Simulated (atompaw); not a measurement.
# Before and after: PAW (atompaw) potential for Rb

| Quantity | Value |
| --- | --- |
| Element | rubidium |
| Generator | atompaw 4.2.0.5 |
| Type | PAW |
| Functional | PBEsol |
| Relativity | scalar-relativistic |
| Frozen core | [Ar] 3d10 |
| Valence charge | 9 |
| Reference configuration | 4s2 4p6 4d0 5s0 5p1 |
| Partial waves | 4s (bound): rc 1.95 bohr; 5s (bound, empty): rc 2.85 bohr; 4p (bound): rc 2.20 bohr; 5p (bound): rc 3.00 bohr; 4d (bound, empty): rc 3.00 bohr; 4d channel at 1.15 Ry: rc 3.00 bohr |
| Local potential | ultrasoft scheme with l = 3 at 0.5 Ry, radius 2.80 bohr |
| Core correction | smooth core density matched at 2.55 bohr |
| Augmentation charge | sinc compensation charge, radius 2.65 bohr; PAW radius 3.00 bohr; waves and projectors: custom polynom gramschmidtortho |

Change: local potential ultrasoft scheme with l = 3 at 0.5 Ry, radius 1.84 bohr.

Cutoffs: the cutoffs (Ry, on a coarse ladder) from which the occupation-weighted sum of valence levels, in a spherical-Bessel basis at the reference potential, stays within 10 and 1 mRy of its value at 400 Ry; they do not see the model core or the augmentation charge, which bear on the density cutoff.

Q: What does the change do?

A: The potential gets neither clearly harder nor softer (15 Ry and 25 Ry → 15 Ry and 25 Ry); the range in which the p phases agree narrows (upper end at the end of the scan → 0.7); the range in which the d phases agree widens (upper end 2.8 → at the end of the scan); neither file shows a bound ghost.

| quantity | base | changed |
| --- | --- | --- |
| cutoff, loose | 15 Ry | 15 Ry |
| cutoff, tight | 25 Ry | 25 Ry |
| bound ghosts | none | none |
| s: phases at 3.02 bohr within 0.05 rad from the reference energy up to (Ry; the scan ends near 5) | 1.7 | 2.0 |
| p: phases at 3.02 bohr within 0.05 rad from the reference energy up to (Ry; the scan ends near 5) | to the end of the scan | 0.7 |
| d: phases at 3.02 bohr within 0.05 rad from the reference energy up to (Ry; the scan ends near 5) | 2.8 | to the end of the scan |
| lowest overlap eigenvalue by channel | s 0.57, p 0.53, d 0.94 | s 0.66, p 0.58, d 0.93 |

 The cutoffs see the waves, projectors and local potential, not the compensation charge or the core.
